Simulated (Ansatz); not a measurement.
A nudged elastic band was laid between two geometries of CH5NOSi (9 atoms, charge 0, multiplicity 1).

Theory: Ansatz 0.2.0, RKS PBE0-D4/6-31G*.

```
movable images  : 5
climbing image  : yes
spring          : 5.0 eV/Å²
optimiser       : quadratic models (default)
start path      : IDPP
force threshold : 0.05 eV/Å
iteration limit : 60
end points      : relaxed
```

Initial state:

```xyz
9
Properties=species:S:1:pos:R:3
C -0.196 0.815 -0.946
Si 0.217 -0.436 0.371
N 1.487 -1.377 0.203
O -0.868 -0.390 1.616
H -0.194 1.835 -0.548
H 0.555 0.747 -1.737
H -1.182 0.627 -1.384
H 1.764 -2.076 0.882
H -1.582 0.255 1.544
```

Final state:

```xyz
9
Properties=species:S:1:pos:R:3
C -0.092 0.847 -1.122
Si 0.091 -0.296 0.322
N 1.277 -1.351 0.403
O -1.157 0.050 1.349
H -0.068 1.890 -0.791
H 0.720 0.675 -1.833
H -1.051 0.682 -1.623
H 1.464 -2.016 1.141
H -1.184 -0.481 2.155
```

Q: Which bonds break or form, and what moves?

A: No bond is made or broken. The dihedral N3–Si2–O4–H9 changes from 180 to 0° by way of a nearly straight angle Si2–O4–H9 (up to 177°), not by a turn about the bond.

Q: Give the energies along the band, and the barrier.

A: It converged. The highest image is number 3 of 0 to 6, 32.6 kJ/mol above the first end and 43.9 kJ/mol above the last; the last end lies 11.2 kJ/mol below the first. A vibrational analysis at the climbing image gives 2 clearly imaginary modes (687i, 542i cm⁻¹): a point of higher order, so a lower path passes nearby.

| image | path coordinate (Å) | energy (kJ/mol) | angle Si2–O4–H9 (°) |
| --- | --- | --- | --- |
| 0 | 0.00 | 0.0 | 117 |
| 1 | 0.29 | 3.2 | 125 |
| 2 | 0.58 | 17.6 | 146 |
| 3 | 0.88 | 32.6 | 177 |
| 4 | 1.18 | 14.4 | 150 |
| 5 | 1.48 | -6.4 | 125 |
| 6 | 1.78 | -11.2 | 115 |

Q: What is the geometry of the highest image?

A: 
```xyz
9
Properties=species:S:1:pos:R:3
C -0.054 0.794 -1.091
Si 0.156 -0.364 0.346
N 1.377 -1.387 0.349
O -1.013 -0.132 1.420
H -0.025 1.836 -0.755
H 0.750 0.626 -1.811
H -1.017 0.633 -1.584
H 1.546 -2.047 1.098
H -1.721 0.040 2.029
```

Time of the run: 110 s on 1 thread of Arm Neoverse V1 (shared host), peak memory 0.14 GiB.
